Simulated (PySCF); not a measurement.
C₈H₇ClSi.
Atom-mapped SMILES: `[Cl:1][c:2]1[cH:3][cH:4][cH:5][c:6]2[c:7]1[CH:8]=[CH:9][SiH2:10]2` (hydrogens: H11 on C3; H12 on C4; H13 on C5; H14 on C8; H15 on C9; H16, H17 on Si10)

The same species was optimised twice, with GFN2-xTB and with PBE0-D3(BJ)/def2-SVP (PySCF), and the same property calculations (PySCF, gas phase) were run on both structures.

```json
{"coordinate": "C7–C8 (Å)", "GFN2-xTB": "1.455", "PBE0-D3(BJ)/def2-SVP": "1.474", "change": "+0.019"}
{"coordinate": "C9–Si10 (Å)", "GFN2-xTB": "1.882", "PBE0-D3(BJ)/def2-SVP": "1.870", "change": "-0.012"}
{"coordinate": "C8=C9 (Å)", "GFN2-xTB": "1.338", "PBE0-D3(BJ)/def2-SVP": "1.350", "change": "+0.012"}
{"coordinate": "C5–C6 (Å)", "GFN2-xTB": "1.379", "PBE0-D3(BJ)/def2-SVP": "1.389", "change": "+0.010"}
{"coordinate": "C2–C7 (Å)", "GFN2-xTB": "1.388", "PBE0-D3(BJ)/def2-SVP": "1.398", "change": "+0.010"}
{"coordinate": "C4–C5 (Å)", "GFN2-xTB": "1.389", "PBE0-D3(BJ)/def2-SVP": "1.399", "change": "+0.010"}
{"coordinate": "C6–C7 (Å)", "GFN2-xTB": "1.408", "PBE0-D3(BJ)/def2-SVP": "1.417", "change": "+0.009"}
{"coordinate": "C2–C3 (Å)", "GFN2-xTB": "1.388", "PBE0-D3(BJ)/def2-SVP": "1.397", "change": "+0.009"}
{"coordinate": "C3–C4 (Å)", "GFN2-xTB": "1.383", "PBE0-D3(BJ)/def2-SVP": "1.391", "change": "+0.008"}
{"coordinate": "C6–Si10 (Å)", "GFN2-xTB": "1.892", "PBE0-D3(BJ)/def2-SVP": "1.884", "change": "-0.008"}
{"coordinate": "Cl1–C2 (Å)", "GFN2-xTB": "1.735", "PBE0-D3(BJ)/def2-SVP": "1.736", "change": "+0.001"}
{"coordinate": "C6–Si10–C9 (°)", "GFN2-xTB": "89.0", "PBE0-D3(BJ)/def2-SVP": "92.2", "change": "+3.2"}
{"coordinate": "C8–C9–Si10 (°)", "GFN2-xTB": "110.8", "PBE0-D3(BJ)/def2-SVP": "108.3", "change": "-2.5"}
{"coordinate": "C7–C6–Si10 (°)", "GFN2-xTB": "108.8", "PBE0-D3(BJ)/def2-SVP": "106.7", "change": "-2.1"}
{"coordinate": "C5–C6–Si10 (°)", "GFN2-xTB": "131.2", "PBE0-D3(BJ)/def2-SVP": "132.9", "change": "+1.7"}
{"coordinate": "C7–C8–C9 (°)", "GFN2-xTB": "116.6", "PBE0-D3(BJ)/def2-SVP": "117.5", "change": "+0.9"}
{"coordinate": "C6–C7–C8 (°)", "GFN2-xTB": "114.8", "PBE0-D3(BJ)/def2-SVP": "115.3", "change": "+0.5"}
{"coordinate": "C5–C6–C7 (°)", "GFN2-xTB": "120.0", "PBE0-D3(BJ)/def2-SVP": "120.4", "change": "+0.4"}
{"coordinate": "C4–C5–C6 (°)", "GFN2-xTB": "120.2", "PBE0-D3(BJ)/def2-SVP": "119.8", "change": "-0.4"}
```

Rotational constants: A = 1655, B = 838.9, C = 560.4 MHz (GFN2-xTB) against A = 1619, B = 840.4, C = 556.9 MHz (PBE0-D3(BJ)/def2-SVP). Point groups within 0.08 Å: Cs and Cs.

On the GFN2-xTB structure: HOMO (eV) -6.77 [PBE0/pcSseg-1]; LUMO (eV) -1.64 [PBE0/pcSseg-1]; dipole (D) 1.58 [PBE0/pcSseg-1]; GIAO shielding of Cl1 (ppm) 739.4 [PBE0/pcSseg-1]; GIAO shielding of C2 (ppm) 45.2 [PBE0/pcSseg-1]; GIAO shielding of C3 (ppm) 50.0 [PBE0/pcSseg-1]; GIAO shielding of C4 (ppm) 53.4 [PBE0/pcSseg-1]; GIAO shielding of C5 (ppm) 49.3 [PBE0/pcSseg-1]; GIAO shielding of C6 (ppm) 44.4 [PBE0/pcSseg-1]; GIAO shielding of C7 (ppm) 34.6 [PBE0/pcSseg-1]; GIAO shielding of C8 (ppm) 28.9 [PBE0/pcSseg-1].

Task: What do these properties become on the PBE0-D3(BJ)/def2-SVP structure?

Result: 
```json
{"property": "HOMO (eV)", "level": "PBE0/pcSseg-1", "on GFN2-xTB": "-6.77", "on PBE0-D3(BJ)/def2-SVP": "-6.83", "change": "-0.06"}
{"property": "LUMO (eV)", "level": "PBE0/pcSseg-1", "on GFN2-xTB": "-1.64", "on PBE0-D3(BJ)/def2-SVP": "-1.73", "change": "-0.09"}
{"property": "dipole (D)", "level": "PBE0/pcSseg-1", "on GFN2-xTB": "1.58", "on PBE0-D3(BJ)/def2-SVP": "1.28", "change": "-0.30"}
{"property": "energy, GFN2-xTB geometry as zero (kcal/mol)", "level": "PBE0/pcSseg-1", "on GFN2-xTB": "0.0", "on PBE0-D3(BJ)/def2-SVP": "-1.2", "change": "-1.2"}
{"property": "GIAO shielding of Cl1 (ppm)", "level": "PBE0/pcSseg-1", "on GFN2-xTB": "739.4", "on PBE0-D3(BJ)/def2-SVP": "733.2", "change": "-6.2"}
{"property": "GIAO shielding of C2 (ppm)", "level": "PBE0/pcSseg-1", "on GFN2-xTB": "45.2", "on PBE0-D3(BJ)/def2-SVP": "42.8", "change": "-2.4"}
{"property": "GIAO shielding of C3 (ppm)", "level": "PBE0/pcSseg-1", "on GFN2-xTB": "50.0", "on PBE0-D3(BJ)/def2-SVP": "47.5", "change": "-2.5"}
{"property": "GIAO shielding of C4 (ppm)", "level": "PBE0/pcSseg-1", "on GFN2-xTB": "53.4", "on PBE0-D3(BJ)/def2-SVP": "50.6", "change": "-2.8"}
{"property": "GIAO shielding of C5 (ppm)", "level": "PBE0/pcSseg-1", "on GFN2-xTB": "49.3", "on PBE0-D3(BJ)/def2-SVP": "47.7", "change": "-1.6"}
{"property": "GIAO shielding of C6 (ppm)", "level": "PBE0/pcSseg-1", "on GFN2-xTB": "44.4", "on PBE0-D3(BJ)/def2-SVP": "44.4", "change": "0.0"}
{"property": "GIAO shielding of C7 (ppm)", "level": "PBE0/pcSseg-1", "on GFN2-xTB": "34.6", "on PBE0-D3(BJ)/def2-SVP": "32.1", "change": "-2.5"}
{"property": "GIAO shielding of C8 (ppm)", "level": "PBE0/pcSseg-1", "on GFN2-xTB": "28.9", "on PBE0-D3(BJ)/def2-SVP": "25.1", "change": "-3.8"}
```

The heavy atoms differ by 0.024 Å rms after alignment. Among bonds between heavy atoms C7–C8 changes most (+0.019 Å). Changes are differences of the printed values. Neither structure is proved a minimum here.
